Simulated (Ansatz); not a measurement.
```yaml
crystal:
  periodic: [false, false, false]
  atoms:
    - {symbol: B, position_ang: [-0.624722, 0.992486, -0.708356]}
    - {symbol: C, position_ang: [0.567542, 0.182596, -0.196143]}
    - {symbol: C, position_ang: [0.178736, -0.935558, 0.716613]}
    - {symbol: O, position_ang: [0.679057, -1.206737, -0.550211]}
    - {symbol: H, position_ang: [-1.527061, 0.426957, -1.250007]}
    - {symbol: H, position_ang: [-0.680438, 2.169122, -0.500559]}
    - {symbol: H, position_ang: [-0.871898, -1.171536, 0.922566]}
    - {symbol: H, position_ang: [-0.871898, -1.171536, 0.872566]}
    - {symbol: H, position_ang: [0.839309, -1.138728, 1.556648]}
basis:
  gaussian: {orbitals: def2-mTZVP}
hamiltonian: {xc: {name: B97M-V}}
output: {forces: true}
```

```sh
$ ansatz run in.yaml --threads 2 --pin off --events-out ev --progress --plain --max-ram 4352MiB
```

Shortened log:

```
Functional definition: B97M-V
908 factors; their error is unknown
mean field evaluation 1: about -4621.7247 eV, gradient 4.4e1 eV
mean field evaluation 2: about -4598.6513 eV, gradient 8.5e1 eV
mean field evaluation 4: about -4626.5302 eV, gradient 9.2e0 eV
mean field evaluation 8: about -4626.7714 eV, gradient 2.7e-1 eV
mean field evaluation 16: about -4626.7780 eV, gradient 4.1e-3 eV
mean field -4626.77804180 eV, -170.0309568933 hartree, gradient 1.5e-5 eV, S^2 0.000000; 0 other end points of the search recorded, 0 dependent functions left out
reference -4626.77810068 eV, -170.0309590571 hartree; 15, 15 occupied and 81, 81 virtual orbitals, 908 factors
Total energy: -4626.77810068 eV, -170.0309590571 hartree
Atom 0 at    -0.624722     0.992486    -0.708356 Å, force     0.237529    -0.369807     0.046290 eV/Å
Atom 1 at     0.567542     0.182596    -0.196143 Å, force    -0.894757     1.552608     2.331008 eV/Å
Atom 2 at     0.178736    -0.935558     0.716613 Å, force    11.993947     5.336280    -2.963934 eV/Å
Atom 3 at     0.679057    -1.206737    -0.550211 Å, force    -2.595943    -3.156776     0.089807 eV/Å
Atom 4 at    -1.527061     0.426957    -1.250007 Å, force    -0.175738     0.005169    -0.753242 eV/Å
Atom 5 at    -0.680438     2.169122    -0.500559 Å, force    -0.171828    -0.092736     0.215475 eV/Å
Atom 6 at    -0.871898    -1.171536     0.922566 Å, force    -3.900517    -0.193467  5736.795870 eV/Å
Atom 7 at    -0.871898    -1.171536     0.872566 Å, force    -2.755546    -2.192637 -5736.171767 eV/Å
Atom 8 at     0.839309    -1.138728     1.556648 Å, force    -1.737147    -0.888635     0.410494 eV/Å
Dipole moment:    -0.483906    -0.665613     0.788000 e Å
```

Q: Something in this input is off. What?

A: One atom was put on top of another. Self-consistency was reached. The result belongs to that input, not to the molecule as meant.
